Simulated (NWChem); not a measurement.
# CH5AlClN; SMILES [CH3][Al]([Cl])[NH2]

```xyz
9

Al    -0.0448    -0.3978     0.0000
Cl     0.1129     1.7136     0.0000
C      1.5501    -1.5049     0.0000
H      2.1733    -1.2937    -0.8844
H      1.3156    -2.5810     0.0000
H      2.1733    -1.2937     0.8844
N     -1.6906    -1.0384     0.0000
H     -1.9346    -2.0224     0.0000
H     -2.5310    -0.4711     0.0000
```
Atoms are numbered in this order, from 1.

The geometry was optimised at PBE0/def2-SVP.

Symmetry labels are those of Cs in the frame above (b1 and b2, or b-type labels, depend on it).

**Question.** List the 4 lowest vertical singlet excitations from CAM-B3LYP/def2-SVPD, TDA (NWChem).

**Answer.** 
```
state  energy (eV)  oscillator strength  symmetry  leading excitation (squared amplitude)
-----  -----------  -------------------  --------  --------------------------------------
S1            6.19                0.053        a"                      HOMO → LUMO (0.91)
S2            7.16                0.053        a'                    HOMO → LUMO+1 (0.51)
S3            7.33                0.007        a"                  HOMO−1 → LUMO+1 (0.95)
S4            7.35                0.275        a'                    HOMO−1 → LUMO (0.49)
```
